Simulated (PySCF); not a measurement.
C3H10OSi, SMILES C[Si](O)(C)C.

Geometry: r2SCAN-D4/def2-SVP. The isomer is the one that the SMILES or the coordinates give; other isomers of the formula were not compared. One conformer was computed; it need not be the lowest.

These are TDA-LC-ωPBE/def2-SVPD run with PySCF values and carry that method's errors.

Vertical excitations. Isolated molecule, no solvent. State labels are in the subgroup Cs.

Problem. Give excitation energies, oscillator strengths and character. (Estimate from the structure and the level; the computed values follow.)

Solution. 
```
state  symmetry  energy (eV)  λ (nm)      f                                                                  main pairs
-----  --------  -----------  ------  -----  --------------------------------------------------------------------------
S1           A"         7.84     158  0.047                                                              HOMO→LUMO 70 %
S2           A'         8.62     144  0.076                                                            HOMO−1→LUMO 77 %
S3           A"         8.84     140  0.054        HOMO→LUMO+1 39 %, HOMO→LUMO 18 %, HOMO−2→LUMO 17 %, HOMO→LUMO+3 11 %
S4           A'         9.15     135  0.066                                        HOMO−1→LUMO+1 53 %, HOMO−3→LUMO 19 %
S5           A"         9.48     131  0.007     HOMO−2→LUMO 26 %, HOMO→LUMO+9 20 %, HOMO→LUMO+1 12 %, HOMO−2→LUMO+1 9 %
S6           A'         9.70     128  0.046                      HOMO→LUMO+2 51 %, HOMO−1→LUMO+3 15 %, HOMO−3→LUMO 15 %
S7           A"         9.76     127  0.002                         HOMO→LUMO+3 48 %, HOMO→LUMO+4 15 %, HOMO→LUMO+1 9 %
S8           A'         9.80     127  0.032  HOMO−3→LUMO 23 %, HOMO−1→LUMO+1 14 %, HOMO→LUMO+2 14 %, HOMO−1→LUMO+9 14 %
S9           A'        10.06     123  0.005                                        HOMO−1→LUMO+3 57 %, HOMO→LUMO+2 12 %
S10          A"        10.07     123  0.025     HOMO→LUMO+4 23 %, HOMO→LUMO+5 11 %, HOMO−2→LUMO 10 %, HOMO→LUMO+14 10 %
T1           A"         7.47     166      0                                            HOMO→LUMO 59 %, HOMO→LUMO+1 12 %
T2           A'         8.29     150      0                                          HOMO−1→LUMO 62 %, HOMO−3→LUMO 12 %
T3           A"         8.52     146      0        HOMO→LUMO+1 30 %, HOMO→LUMO 23 %, HOMO−2→LUMO 14 %, HOMO→LUMO+3 12 %
T4           A'         8.76     141      0                      HOMO−1→LUMO+1 45 %, HOMO−3→LUMO 12 %, HOMO−1→LUMO 10 %
```
Triplets are in the Tamm–Dancoff approximation.
